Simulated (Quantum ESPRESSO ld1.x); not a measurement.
Values are calculated unless marked as measured or tabulated.
Problem. The mean radii <r> (bohr) of the occupied orbitals of an atom or ion are listed with their occupations. Code: ld1.x of Quantum ESPRESSO 7.5. Model: non-relativistic Kohn-Sham, LDA (Slater exchange, Perdew-Zunger correlation), spin-polarised, spherical densities, point nucleus.

orbital  occ.      <r>
1s up       1  0.02490
1s down     1  0.02490
2s up       1   0.1063
2s down     1   0.1063
2p up       3  0.09020
2p down     3  0.09020
3s up       1   0.2764
3s down     1   0.2762
3p up       3   0.2661
3p down     3   0.2659
3d up       5   0.2372
3d down     5   0.2370
4s up       1   0.6266
4s down     1   0.6267
4p up       3   0.6435
4p down     3   0.6437
4d up       5   0.6881
4d down     5   0.6889
5s up       1    1.520
5s down     1    1.538
5p up       3    1.719
5p down     3    1.745
4f up       5   0.9665
6s up       1    4.074

Name the element and its charge. Open shells, if any, are filled with parallel spins first.

Solution. Z = 61, promethium, charge +1: Pm+ in [Xe] 4f5 6s1. The 1s radius gives Z: for a bare nucleus <r> = 1.5/Z, 0.02459 bohr for Z = 61, and screening makes it slightly larger (0.02490 here). The occupations add up to 60, and the charge is Z minus that.
